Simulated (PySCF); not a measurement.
Computed IR spectrum (relative IR intensity) of a molecule C2H9BN2. The structure is a stationary point at PBE-D3(BJ)/def2-SVP. Other conformers were not sampled. Computed with PBE-D3(BJ)/def2-SVP (PySCF 2.14.0). Frequencies are harmonic and unscaled.

Lines under 2 % of the strongest are left out, and lines within 2 cm⁻¹ are merged.

ν (cm⁻¹): 322 (s), 857 (vw), 1046 (vw), 1049 (w), 1099 (vw), 1225 (w), 1269 (w), 1396 (m), 1407 (vw), 1421 (m), 1428 (vw), 1494 (w), 1560 (vs), 2522 (m), 2899 (m), 2910 (m), 2946 (m), 2958 (vw), 3063 (w), 3078 (vw), 3535 (w), 3643 (w) (against the strongest line: vs over 80 %, s over 45 %, m over 15 %, w over 4 %, vw less)

Which molecule gave these data?
(A) CNBNC
(B) CN(C)BN
(C) CCB(N)N
(D) CNB(C)N

B, CN(C)BN
